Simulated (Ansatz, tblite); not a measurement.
Cost and result up the ladder for In(CO)H3 (CH3InO) (6 atoms). Charge 0, multiplicity 1. Geometry: PBE-D4/def2-TZVP.

```xyz
6

In    0.807   -0.556    0.025
C    -1.275    0.868   -0.047
O    -2.202    1.520   -0.067
H     1.833    0.766   -0.441
H     0.235   -1.669   -1.180
H     0.602   -0.930    1.710
```

Ansatz on 4 threads of AMD EPYC 7B13 on a shared host; xTB runs through tblite on one thread. Times are rough, summed over both states, and most runs start from the orbitals of an earlier one. CCSD(T)/def2-TZVPP serves as the yardstick here, not as an exact answer. The other state is a doublet.

In the def2 sets In takes a core potential; there is no spin–orbit coupling. The xTB rows come from tblite. Correlated methods freeze 6 core orbitals; core or outer-core shells of In are correlated, in sets that lack core-valence functions.

Run but left out: PBE-D4/def2-TZVP (charge +1 doublet: an occupied level 0.16 eV above an empty one).

Correlated methods converge slowly with the basis.

Raw xTB energies of ions are shifted by several eV.

```csv
level,functions,vertical IE (eV),difference from CCSD(T)/def2-TZVPP (eV)
PBE0-D4/def2-TZVP,130,10.14,-0.13
GFN2-xTB,20,14.23,3.95
CCSD(T)/def2-TZVPP,154,10.27,0.00
r2SCAN-D4/def2-TZVP (with forces),130,10.04,-0.23
GFN1-xTB,23,14.61,4.33
```

Task: Estimate how long each takes.

Result: GFN2-xTB 0.005 s; GFN1-xTB 0.009 s; PBE0-D4/def2-TZVP 4 s; r2SCAN-D4/def2-TZVP (with forces) 5.7 s; CCSD(T)/def2-TZVPP 76 s. On shared hardware such times vary by a factor of up to 3.
